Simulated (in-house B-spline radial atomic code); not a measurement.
Values are calculated unless marked as measured or tabulated.
# Making a Troullier-Martins s channel for Tc, r_c = 3.6 bohr

Tc, [Kr] 4d5 5s2, non-relativistic PBE, spherical and spin-unpolarised, from a B-spline radial code for spherical atoms (atomic units). The all-electron 5s level is ε = -0.175989 hartree, its outermost node lies just inside 1.32 bohr and its outer maximum at 2.83 bohr.

Inside r_c the pseudo-orbital is u(r) = r^1 exp(p(r)), with p = c0 + c2 r² + c4 r⁴ + … + c12 r¹². The seven coefficients follow from p and its first four derivatives at r_c, from zero curvature of the screened potential at the origin, c4 = −c2²/(2l + 5), and from the norm inside r_c. At r_c the all-electron orbital has P = 0.5417272, P' = -0.1391639, the screened potential V = -0.2521522, V' = 0.1565968, V'' = -0.1204783, and the norm inside is Q = 0.6196956.

What are p, p' and p'' at r_c?

p = ln(P/r_c^1) = ln(0.5417272/3.6) = -1.89393. p' = P'/P − 1/r_c = -0.25689 − 0.27778 = -0.53467. The radial equation gives p'' = 2(V − ε) − 2(1) p'/r_c − p'² = -0.15233 − (-0.29704) − 0.28587 = -0.14116. Differentiating, p''' = 2V' + 2(1)p'/r_c² − 2(1)p''/r_c − 2p'p'' = 0.15816, and p'''' = 2V'' − 4(1)p'/r_c³ + 4(1)p''/r_c² − 2(1)p'''/r_c − 2p''² − 2p'p''' = -0.19728.

For a trial c2 the five matching conditions are linear in c0, c6, c8, c10 and c12, and c2 is varied until the norm inside r_c equals Q. The root nearest zero gives:

| n | c_n |
| --- | --- |
| 0 | -1.89352 |
| 2 | 0.1515385 |
| 4 | -0.004592783 |
| 6 | -0.003233187 |
| 8 | 0.0003871079 |
| 10 | -1.778296e-05 |
| 12 | 3.009476e-07 |

Check c4 and p(r_c), and find the screened pseudopotential at the origin.

−c2²/5 = -0.00459278, as listed. The terms c_n r_c^n are -1.89352, 1.96394, -0.77141, -7.03795, 10.92074, -6.50173, 1.42600, which sum to -1.89393. Inverting the radial equation, V_l(r) = ε + 1 p'/r + (p'' + p'²)/2, so V_l(0) = ε + (2l + 3) c2 = -0.175989 + 3 × (0.151538) = 0.2786 hartree, finite where the all-electron potential diverges.

Orbitals and screened potentials:

```
r (bohr)       P        u  V all-electron  V pseudo
    0.36  0.1605  0.05526          -40.11    0.2774
     0.9  -0.273   0.1525          -6.726     0.235
    1.44   0.106   0.2846          -2.237   0.04253
    1.98  0.4497   0.4468         -0.9926   -0.3018
    2.52  0.5901   0.5744         -0.5522   -0.5209
    3.06   0.599   0.5977         -0.3595   -0.4078
     3.6  0.5417   0.5417         -0.2522   -0.2522
```

Logarithmic derivatives P'/P at R = 3.9 bohr, for energies E around ε:

```csv
E − ε (hartree),all-electron,pseudo
-0.5,0.870986,0.864509
-0.25,0.489993,0.484717
-0.1,0.113591,0.11138
0,-0.314261,-0.31426
0.1,-1.20281,-1.2206
0.25,-253.434,29.5903
0.5,1.62136,1.2712
```

With P(R) = 0.4970572 and a norm of 0.7008083 inside R, what slope in energy does norm conservation fix?

d(P'/P)/dE = −2 × (norm inside R)/P(R)² = -5.6730 per hartree·bohr at E = ε, for both atoms, since orbital and norm agree at R. Differences over ±0.1 hartree give -6.5820 (all-electron) and -6.6599 (pseudo), which also hold third-order terms. Half a hartree below ε the two curves differ by -0.0065.
